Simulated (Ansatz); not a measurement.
hydrogen chloride (HCl), singlet, at a GFN2-xTB geometry. Base run: SVWN5/aug-cc-pVDZ (Ansatz, a program for electronic structure).

Here is a job for Ansatz.
Ansatz 0.2 input:
```yaml
crystal:
  periodic: [false, false, false]
  atoms:
    - {symbol: Cl, position_ang: [-0.00000000, -0.00000000, -0.07094563]}
    - {symbol: H, position_ang: [0.00000000, 0.00000000, 1.20607566]}
basis:
  gaussian:
    orbitals: aug-cc-pVDZ
hamiltonian:
  xc: {name: SVWN5}
```

The base run was repeated with changes; each row names its change, and settings that it needs were set with it.

| change | ΔE vs base (mEh) |
|---|---|
| base | 0.000 |
| lower_state_search = off | 0.000 |
| fitting.mean_field = def2-universal-JKFIT | -0.025 |
| point_charge = charge:-1.0 position_ang:0.3582, 3.5347, -0.2173 | 0.456 |
| final_grid = 10, 20, 41 | 0.000 |
| final_grid = 6, 12, 29 | 0.000 |
| lower_state_search = light | 0.000 |
| point_charge = charge:0.5 position_ang:1.851, 2.8554, -0.7207 | -4.039 |
| final_grid = 4, 8, 17 | 0.052 |
| lower_state_search = full | 0.000 |
| point_charge = charge:1.0 position_ang:0.7019, -2.586, -1.8939 | -12.625 |
